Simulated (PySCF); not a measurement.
## Electron correlation in Zn+ (zinc, charge +1)

[Ar] 3d10 4s1, 2S determinant. Computed with PySCF 2.14 in 6-31G* (5s4p2d1f, 34 functions), with no relativity, point nucleus. Frozen: [Ar]; 11 electrons correlated.

MP2 pair energies summed by pair of shells (mhartree):

```csv
pair,energy,share (%)
3d-3d,-203.43,94.1
3d-4s,-12.72,5.9
```

Total MP2 correlation energy: -216.15 mhartree.

Same-spin part -79.24 and opposite-spin part -136.91 mhartree; SCS-MP2 scales them by 1/3 and 6/5 to -190.71 mhartree.

```tsv
level	correlation energy (mhartree)
CCSD	-195.07
(T)	-5.49
CCSD(T)	-200.56
```

Diagnostics: T1 = 0.0061, D1 = 0.0132, largest double amplitude 0.028.

Q: Is a single reference adequate?

A: Yes: T1 lies below 0.03 and no double amplitude reaches 0.07.
